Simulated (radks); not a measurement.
Question: Ga III, configuration [Ar] 3d10 4f1 (not the ground configuration). Method: Dirac Kohn-Sham, PBE, spin-unpolarised, spherical densities, finite nucleus; open shells are shared between the two j in proportion to 2j + 1; Fermi nuclear charge, rms radius 3.9973 fm; computed with a radial shooting solver on a logarithmic mesh with Libxc functionals. Some entries of the table are withheld. Estimate them.

orbital,occ.,eigenvalue (hartree),r(max) (bohr),<r^2> (bohr^2)
1s1/2,2,-376.8985,(1),0.003178
2s1/2,2,-47.41007,0.1825,0.05591
2p1/2,2,-42.08981,(2),(3)
2p3/2,4,-41.07321,(4),(5)
3s1/2,2,-6.48780,0.5648,0.4906
3p1/2,2,-4.76744,0.5617,0.5315
3p3/2,4,-4.63431,0.5700,0.5484
3d3/2,4,-1.74891,0.5317,0.7895
3d5/2,6,-1.73161,0.5346,0.8002
4f5/2,0.428571,-0.22833,5.346,38.41
4f7/2,0.571429,-0.22833,5.346,38.41

Answer: 
(1) 1s1/2 r(max) (bohr): 0.03178
(2) 2p1/2 r(max) (bohr): 0.1445
(3) 2p1/2 <r^2> (bohr^2): 0.04355
(4) 2p3/2 r(max) (bohr): 0.1474
(5) 2p3/2 <r^2> (bohr^2): 0.04506
